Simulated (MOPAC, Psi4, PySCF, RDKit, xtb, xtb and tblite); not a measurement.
Two geometries of SMILES s1ccc(Cc2ccccc2)c1 (C11H10S), singlet, relaxed at GFN2-xTB with one dihedral held; other torsions can differ between them too.

Structure A

```
22

C      3.1153    -0.4340     1.1639
C      2.1510    -1.4268     1.1073
C      1.0016    -1.2338     0.3648
C      0.7956    -0.0493    -0.3347
C     -0.4818     0.1118    -1.1281
C     -0.5978     1.4218    -1.8391
C      0.0597     1.7144    -3.0650
C     -0.1869     2.9701    -3.5093
S     -1.2281     3.8373    -2.4492
C     -1.3253     2.4808    -1.3955
C      1.7650     0.9404    -0.2690
C      2.9177     0.7483     0.4744
H      4.0144    -0.5826     1.7435
H      2.2953    -2.3533     1.6441
H      0.2513    -2.0114     0.3232
H     -1.3289    -0.0053    -0.4458
H     -0.5360    -0.6986    -1.8620
H      0.6881     1.0093    -3.5795
H      0.1750     3.4485    -4.3975
H     -1.9190     2.5491    -0.5056
H      1.6234     1.8701    -0.7999
H      3.6633     1.5292     0.5142
```

Structure B

```
22

C      3.1447    -0.1094     1.1149
C      2.2973    -1.1984     1.2146
C      1.1022    -1.2193     0.5161
C      0.7380    -0.1511    -0.2917
C     -0.5549    -0.1448    -1.0729
C     -1.5727    -1.1072    -0.5493
C     -2.2135    -0.9571     0.7109
C     -3.0942    -1.9510     0.9760
S     -3.1732    -3.1022    -0.3005
C     -1.9966    -2.2235    -1.1979
C      1.5954     0.9392    -0.3845
C      2.7906     0.9605     0.3103
H      4.0761    -0.0930     1.6614
H      2.5657    -2.0374     1.8400
H      0.4503    -2.0766     0.5984
H     -0.3335    -0.3893    -2.1168
H     -0.9725     0.8662    -1.0535
H     -2.0107    -0.1401     1.3802
H     -3.7098    -2.0860     1.8429
H     -1.6896    -2.5885    -2.1580
H      1.3222     1.7789    -1.0087
H      3.4457     1.8156     0.2267
```

**Question.** Which is lower in energy at the level B3LYP-D3(BJ)/def2-SVP // GFN2-xTB run with Psi4, and by how much?

**Answer.** B is lower, by 0.32 kcal/mol (dihedral C3–C4–C5–C6: 180° in A, 20° in B).

E(B) − E(A) in kcal/mol at the other levels, on the same two geometries: GFN2-xTB (xtb and tblite) -0.29; MMFF94 // GFN2-xTB (RDKit) -0.47; B3LYP/def2-SVP // GFN2-xTB (Psi4) -0.29; PBE/def2-SVP // GFN2-xTB (Psi4) -0.24; PBE-D3(BJ)/def2-SVP // GFN2-xTB (Psi4) -0.27; UFF // GFN2-xTB (RDKit) -0.45; PM3, restricted, heats of formation // GFN2-xTB (MOPAC) -0.07; PM7, restricted, heats of formation // GFN2-xTB (MOPAC) -0.20; GFN1-xTB // GFN2-xTB (xtb) -0.24; restricted B3LYP/6-31G*, spherical d, density fitting // GFN2-xTB (PySCF) -0.42; restricted Hartree-Fock/STO-3G // GFN2-xTB (PySCF) -0.34.
